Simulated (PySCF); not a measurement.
PbS, SMILES [Pb]=[S] (connectivity only; charge and spin as stated), neutral, multiplicity 1.

Geometry: B3LYP-D3(BJ)/def2-TZVP. The def2 effective core potentials stand for the cores of Pb; spin–orbit coupling is left out.

All values below come from PBE/def2-TZVPD run with PySCF.

The molecule is in vacuum.

Computed frontier levels, gap, dipole moment and polarisability:
```json
{
  "highest_occupied_level": "-6.03 eV",
  "lowest_empty_level": "-3.14 eV",
  "orbital_gap": "2.89 eV",
  "dipole_moment": "3.91 D",
  "quadrupole, principal values (traceless, Buckingham form, about the centre of nuclear charge)": "-7.23, 3.62, 3.62 D·Å",
  "mean_static_polarisability": "69.7 bohr³ (10.32 Å³)",
  "polarisability_principal_values": "53.4, 53.4, 102.1 bohr³"
}
```
